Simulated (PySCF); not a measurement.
Zn(OMe)(SiMe3), SMILES C[O][Zn][Si](C)(C)C, GFN2-xTB optimised geometry. Atoms within 1.6 Å of the plane z = 0.8 Å (x, y, z in Å): Zn1 (-1.31, -1.85, 1.80), O2 (-3.02, -2.32, 1.73), C3 (-4.20, -2.89, 2.17), H4 (-4.08, -3.96, 2.38), H6 (-4.97, -2.78, 1.39), Si7 (-0.33, -0.68, 0.00), C9 (1.59, -0.68, 0.00), C10 (-0.91, 1.15, 0.00), H14 (1.99, -1.69, -0.03), H15 (1.98, -0.20, 0.88), H17 (-0.52, 1.69, 0.86), H18 (-1.99, 1.22, 0.03).

Calculation: PBE0/def2-SVP (PySCF 2.14.0).

Map of the deformation density (molecule minus spherical neutral atoms) (e/bohr³) on the plane z = 0.8 Å:

```
|.............................|
|.............................|
|.............................|
|.............................|
|.............................|
|...........   ...............|
|........   .   ..............|
|.......   .::.  .............|
|......   .:+@=. .............|
|.....   ..:*%=.  ............|
|.....   . .-=:.  ............|
|.....      ...       ........|
|......     ...          .....|
|.......    ..      ...  .....|
|.......   ...     .:==:  ....|
|.......  ...     ..-%@-. ....|
|...........:.   ...-**-. ....|
|..........:--:.... .::.  ....|
|..........:--:...    .   ....|
|..........:---...       .....|
|..........::::..        .....|
| ..::......::....      ......|
| ..::........................|
|  .::........................|
|  ...........................|
|  ...........................|
|  ...........................|
| ............................|
|.............................|
```
Scale: ten equal steps from -0.013 (start of ' ') to 0.086 (end of '@'), in the order ' .:-=+*#%@'; x runs from -4.00 to 4.00, y from -4.00 (bottom) to 4.00 (top).
